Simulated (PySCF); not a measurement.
AlBrH2. Atoms are numbered in the order given.

```xyz
4

Al     0.0000     0.0000     1.5578
H      0.0000     1.3910     2.2846
H      0.0000    -1.3910     2.2846
Br     0.0000     0.0000    -0.7092
```
Charge 0, spin multiplicity 1.

The structure is a stationary point at B3LYP-D3(BJ)/def2-TZVP.

Calculation: PySCF 2.14.0 with C-PCM-ωB97X/def2-SVP.

The values are the electrostatic part of the solvation free energy, E(continuum) − E(gas) at the gas-phase geometry, in a cavity of scaled van der Waals radii (PySCF's table); cavitation and dispersion terms are not included. A continuum can't describe solvent molecules that bind to the metal. In vacuum the orbital gap is 10.72 eV. The dipole moment in vacuum is 1.35 D.

Question: Estimate the values in water (ε = 78.36), chloroform (ε = 4.71), N,N-dimethylformamide (ε = 37.22). (Estimate from the structure and the level; the computed values follow.)

Answer: 
```json
[
 {"solvent": "water", "ε": "78.36", "ΔG(elec) (kcal/mol)": "-5.1", "dipole (D)": "1.85", "gap (eV)": "11.33"},
 {"solvent": "chloroform", "ε": "4.71", "ΔG(elec) (kcal/mol)": "-4.0", "dipole (D)": "1.73", "gap (eV)": "11.20"},
 {"solvent": "N,N-dimethylformamide", "ε": "37.22", "ΔG(elec) (kcal/mol)": "-5.0", "dipole (D)": "1.84", "gap (eV)": "11.32"}
]
```
